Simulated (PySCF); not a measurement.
CH4Cl4Si2 (SMILES Cl[SiH](Cl)C[SiH](Cl)Cl), singlet, geometry from GFN2-xTB, atoms displaced at random by about 0.08 Å a coordinate; TPSS/STO-3G, gradient (PySCF).

The PySCF input:
```python
from pyscf import gto, scf, dft

mol = gto.Mole()
mol.atom = '''
    Si    1.38118646    0.50866482    0.25295205
    Cl    2.95214722    1.05655876   -1.19229335
    Cl    2.01922204   -0.73290510    1.28481329
    C    -0.08440596   -0.02665630   -0.99734240
    Si   -1.40683053   -0.85987630    0.15806422
    Cl   -2.91100950   -1.22318702   -1.14254005
    Cl   -2.23800080    0.90103874    1.24380943
    H     1.22346034    1.91779288    0.94244189
    H    -0.24785075    0.79255707   -1.69347354
    H     0.28291247   -0.73819943   -1.64784229
    H    -1.19630711   -1.59440624    1.05557659
'''
mol.basis = 'sto-3g'
mol.verbose = 4
mol.build()

mf = dft.RKS(mol)
mf.xc = 'tpss'
mf.kernel()
g = mf.nuc_grad_method()
grad = g.kernel()
```

What does PySCF print? Leave out banner, timings and long lists.


```
PySCF version 2.14.0

[INPUT] verbose = 4
[INPUT] num. atoms = 11
[INPUT] num. electrons = 106
[INPUT] charge = 0
[INPUT] spin (= nelec alpha-beta = 2S) = 0
[INPUT] symmetry False subgroup None
[INPUT] Mole.unit = angstrom
[INPUT] Symbol           X                Y                Z      unit          X                Y                Z       unit  Magmom
[INPUT]  1 Si     1.381186460000   0.508664820000   0.252952050000 AA    2.610064136358   0.961237199001   0.478010097147 Bohr   0.0
[INPUT]  2 Cl     2.952147220000   1.056558760000  -1.192293350000 AA    5.578749725196   1.996606690910  -2.253107891640 Bohr   0.0
[INPUT]  3 Cl     2.019222040000  -0.732905100000   1.284813290000 AA    3.815776640286  -1.384989914297   2.427945239301 Bohr   0.0
[INPUT]  4 C     -0.084405960000  -0.026656300000  -0.997342400000 AA   -0.159504147681  -0.050373106494  -1.884703988416 Bohr   0.0
[INPUT]  5 Si    -1.406830530000  -0.859876300000   0.158064220000 AA   -2.658524405377  -1.624930708004   0.298698085893 Bohr   0.0
[INPUT]  6 Cl    -2.911009500000  -1.223187020000  -1.142540050000 AA   -5.501010701007  -2.311488466923  -2.159087780847 Bohr   0.0
[INPUT]  7 Cl    -2.238000800000   0.901038740000   1.243809430000 AA   -4.229208578558   1.702716446223   2.350459173851 Bohr   0.0
[INPUT]  8 H      1.223460340000   1.917792880000   0.942441890000 AA    2.312004966867   3.624103306841   1.780957060417 Bohr   0.0
[INPUT]  9 H     -0.247850750000   0.792557070000  -1.693473540000 AA   -0.468370037268   1.497715800388  -3.200201189798 Bohr   0.0
[INPUT] 10 H      0.282912470000  -0.738199430000  -1.647842290000 AA    0.534627085524  -1.394994748010  -3.113970624576 Bohr   0.0
[INPUT] 11 H     -1.196307110000  -1.594406240000   1.055576590000 AA   -2.260692798770  -3.012991124898   1.994750658602 Bohr   0.0

nuclear repulsion = 799.194479205219
number of shells = 37
number of NR pGTOs = 189
number of NR cGTOs = 63
basis = sto-3g
ecp = {}

******** <class 'pyscf.dft.rks.RKS'> ********
method = RKS
initial guess = minao
damping factor = 0
level_shift factor = 0
DIIS = <class 'pyscf.scf.diis.CDIIS'>
diis_start_cycle = 1
diis_space = 8
diis_damp = 0
SCF conv_tol = 1e-09
SCF conv_tol_grad = None
SCF max_cycles = 50
direct_scf = True
direct_scf_tol = 1e-13
XC library pyscf.dft.libxc version 7.1.2
    S. Lehtola, C. Steigemann, M. J. T. Oliveira, and M. A. L. Marques,  SoftwareX 7, 1–5 (2018)
XC functionals = tpss
    J. Tao, J. P. Perdew, V. N. Staroverov, and G. E. Scuseria,  Phys. Rev. Lett. 91, 146401 (2003)
    J. P. Perdew, J. Tao, V. N. Staroverov, and G. E. Scuseria,  J. Chem. Phys. 120, 6898 (2004)
    J. Tao, J. P. Perdew, V. N. Staroverov, and G. E. Scuseria,  Phys. Rev. Lett. 91, 146401 (2003)
    J. P. Perdew, J. Tao, V. N. Staroverov, and G. E. Scuseria,  J. Chem. Phys. 120, 6898 (2004)
radial grids:
    Treutler-Ahlrichs [JCP 102, 346 (1995); DOI:10.1063/1.469408] (M4) radial grids

becke partition: Becke, JCP 88, 2547 (1988); DOI:10.1063/1.454033
pruning grids: <function nwchem_prune>
grids dens level: 3
symmetrized grids: False
atomic radii adjust function: <function treutler_atomic_radii_adjust>
small_rho_cutoff = 0
Set gradient conv threshold to 3.16228e-05
Initial guess from minao.
tot grids = 167232
init E= -2432.68160050836
  HOMO = -0.383948168354694  LUMO = -0.0541150698782262  gap/eV = 8.97522
cycle= 1 E= -2433.0284553845  delta_E= -0.347  |g|= 0.635  |ddm|= 4.07
  HOMO = -0.135366427140554  LUMO = -0.0151394478834693  gap/eV = 3.27154
cycle= 2 E= -2432.8668835049  delta_E= 0.162  |g|= 0.904  |ddm|= 3.13
  HOMO = -0.184712638864678  LUMO = 0.0483439403267024  gap/eV = 6.34179
cycle= 3 E= -2433.22194632041  delta_E= -0.355  |g|= 0.0481  |ddm|= 1.88
  HOMO = -0.177473769727809  LUMO = 0.0446002514274798  gap/eV = 6.04294
cycle= 4 E= -2433.22299383715  delta_E= -0.00105  |g|= 0.0207  |ddm|= 0.178
  HOMO = -0.17976397338192  LUMO = 0.0441906833360797  gap/eV = 6.09412
cycle= 5 E= -2433.2231812714  delta_E= -0.000187  |g|= 0.00511  |ddm|= 0.05
  HOMO = -0.18038132533439  LUMO = 0.0443833669804004  gap/eV = 6.11616
cycle= 6 E= -2433.22319197537  delta_E= -1.07e-05  |g|= 0.0011  |ddm|= 0.0117
  HOMO = -0.180358508737535  LUMO = 0.0443309945993611  gap/eV = 6.11411
cycle= 7 E= -2433.22319239793  delta_E= -4.23e-07  |g|= 0.000311  |ddm|= 0.00248
  HOMO = -0.18031882549627  LUMO = 0.0443537936628335  gap/eV = 6.11365
cycle= 8 E= -2433.22319244688  delta_E= -4.9e-08  |g|= 3.45e-05  |ddm|= 0.000788
  HOMO = -0.180328920795519  LUMO = 0.0443546620843636  gap/eV = 6.11395
cycle= 9 E= -2433.22319244763  delta_E= -7.47e-10  |g|= 3.36e-06  |ddm|= 0.000109
  HOMO = -0.18032847515229  LUMO = 0.0443552792796265  gap/eV = 6.11396
Extra cycle  E= -2433.22319244765  delta_E= -1.73e-11  |g|= 2.97e-06  |ddm|= 1.87e-05
converged SCF energy = -2433.22319244765

******** <class 'pyscf.grad.rks.Gradients'> for <class 'pyscf.dft.rks.RKS'> ********
unit = Eh/Bohr
grid_response = False
--------------- RKS gradients ---------------
         x                y                z
0 Si     0.1059560629    -0.2863587864     0.2297473982
1 Cl     0.0124495939     0.0050445390    -0.0111843826
2 Cl    -0.1115182175     0.2363378467    -0.1992755645
3 C    -0.0196600314    -0.0118940356    -0.0906055562
4 Si     0.0465690096    -0.2333086302     0.1745043959
5 Cl     0.0333428180     0.0253347845     0.0225110515
6 Cl    -0.0150765922     0.0233522830     0.0074078190
7 H     0.0035877898     0.0456560471     0.0146848952
8 H     0.0260777194    -0.0191912892    -0.0098203775
9 H    -0.0310901537     0.0561972233     0.0328478898
10 H    -0.0506086624     0.1588316784    -0.1708037833
----------------------------------------------
```
